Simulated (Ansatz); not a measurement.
Isolated molecules relaxed with PBE0-D4/def2-TZVP in Ansatz; ΔE leaves out vibrations. CCSD(T)/CBS adds triple-zeta CCSD(T) − MP2 to the extrapolated MP2 energy (def2 sets, frozen cores). Functionals use def2-TZVPP. B3LYP here is the variant with VWN-RPA as its local correlation; programs differ in this. def2 core potentials past Kr. For Se, Sn outer-core shells are correlated without core-valence functions, which leaves a few kJ/mol of doubt a bond. Scalar relativity is left out up to krypton. One conformer a species, not always the lowest.

Consider the redistribution: `N[SiH2][SeH]` + `C[CH](Cl)[SnH3]` → `CC(Cl)[SiH2]N` + `[SeH][SnH3]`.

Task: Is it downhill or uphill in electronic energy at CCSD(T)/CBS, and by how much? (Best estimate.)

Result: The calculation gave: Downhill: ΔE = -30.8 kJ/mol.

Task: What do these levels give: r2SCAN-D4, PBE0-D4, B3LYP-D4, PBE, r2SCAN, B3LYP, HF/def2-TZVPP, MP2/def2-TZVPP, CCSD/def2-TZVPP, MP2/def2-QZVPP, SCS-MP2/def2-QZVPP, HF/CBS(def2)? (An estimate is asked.)

Result: Ansatz gave: r2SCAN-D4 -33.3, PBE0-D4 -33.5, B3LYP-D4 -35.7, PBE -29.0, r2SCAN -32.8, B3LYP -35.0, HF/def2-TZVPP -44.8, MP2/def2-TZVPP -26.0, CCSD/def2-TZVPP -30.2, MP2/def2-QZVPP -27.5, SCS-MP2/def2-QZVPP -29.6, HF/CBS(def2) -45.2 kJ/mol.

Largest T1 diagnostic among the species: 0.012.

From PBE to PBE0 (25 % exact exchange), in def2-TZVPP and without D4, ΔE moves by −3.9 kJ/mol. In def2-TZVPP, CCSD(T) changes the Hartree–Fock value by +16.5 kJ/mol (the triples alone add +2.0 kJ/mol) and MP2 by +18.9 kJ/mol.
